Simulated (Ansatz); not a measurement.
# A geometry optimisation of BFHISi with PBE0-D3(BJ)/def2-SVP

The starting geometry of this gas-phase singlet was optimised with GFN2-xTB; its bonds are those of `FB([SiH])I`.

```xyz
5

B    -0.9663    1.2123   -0.9396
F    -2.1148    0.6020   -1.2318
I    -0.2695    0.8801    1.0851
Si   -0.4058    2.8053   -1.8329
H     0.7498    2.7408   -2.7451
```

Predict what it relaxes into with PBE0-D3(BJ)/def2-SVP.

A new bond forms, giving a structure with I3 bridging Si4 and B1, given below by its coordinates. Contacts that close: I3–Si4 (3.50 → 2.82 Å).

The energy falls by 0.66 eV over 14 steps:

```json
{"step": "1", "E − E(last) (eV)": "0.660"}
{"step": "2", "E − E(last) (eV)": "0.379"}
{"step": "4", "E − E(last) (eV)": "0.215"}
{"step": "5", "E − E(last) (eV)": "0.190"}
{"step": "7", "E − E(last) (eV)": "0.095"}
{"step": "8", "E − E(last) (eV)": "0.048"}
{"step": "10", "E − E(last) (eV)": "0.001"}
{"step": "11", "E − E(last) (eV)": "0.000"}
{"step": "13", "E − E(last) (eV)": "0.000"}
{"step": "14", "E − E(last) (eV)": "0.000"}
```

Final geometry (Å):

```yaml
atoms:
  - { symbol: B, position_ang: [-1.2587, 1.3209, -1.1958] }
  - { symbol: F, position_ang: [-2.1031, 0.3634, -1.3927] }
  - { symbol: I, position_ang: [0.0822, 1.2812, 0.6796] }
  - { symbol: Si, position_ang: [-0.3688, 3.0497, -1.4726] }
  - { symbol: H, position_ang: [0.6417, 2.2253, -2.2828] }
```

Frequencies at the end are all real (lowest 155 cm⁻¹). Atoms past krypton carry core potentials, without spin–orbit terms. Run with Ansatz 0.2.0, 45 s on 1 thread of Arm Neoverse V2, on a shared host.
